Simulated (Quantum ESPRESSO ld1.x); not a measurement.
Task: All-electron atom: neutral mercury in [Xe] 4f14 5d9.5 6p2.5 (fractional occupations, a model configuration). All-electron calculation, scalar-relativistic Kohn-Sham, LDA (Slater exchange, Perdew-Wang correlation), spin-polarised, spherical densities, point nucleus; open shells are filled with parallel spins first. Program: ld1.x of Quantum ESPRESSO 7.5. Some entries of the table are withheld. Estimate them.

orbital,occ.,eigenvalue (Ry),<r^2> (bohr^2)
1s up,1,-6109.8116,0.0003810
1s down,1,-6109.8098,0.0003810
2s up,1,-1083.3315,0.005800
2s down,1,-1083.3282,0.005800
2p up,3,-934.4798,0.004900
2p down,3,-934.4764,0.004900
3s up,1,-257.4096,0.03738
3s down,1,-257.4073,0.03738
3p up,3,-214.4168,0.03852
3p down,3,-214.4143,0.03852
3d up,5,-169.1453,0.03189
3d down,5,-169.1423,0.03189
4s up,1,-56.9123,0.1801
4s down,1,-56.9080,0.1801
4p up,3,-42.8151,0.2060
4p down,3,-42.8105,0.2060
4d up,5,-26.0972,0.2331
4d down,5,-26.0919,0.2330
5s up,1,-9.1861,0.9083
5s down,1,-9.1648,0.9073
4f up,7,(1),0.2811
4f down,7,(2),0.2808
5p up,3,-5.3745,1.214
5p down,3,-5.3491,1.211
5d up,5,-1.1698,(3)
5d down,4.5,-1.1266,(4)
6p up,2.5,-0.2904,14.48
6p down,0,-0.1913,16.49

Result: 
(1) 4f up eigenvalue (Ry): -7.5496
(2) 4f down eigenvalue (Ry): -7.5429
(3) 5d up <r^2> (bohr^2): 2.491
(4) 5d down <r^2> (bohr^2): 2.425
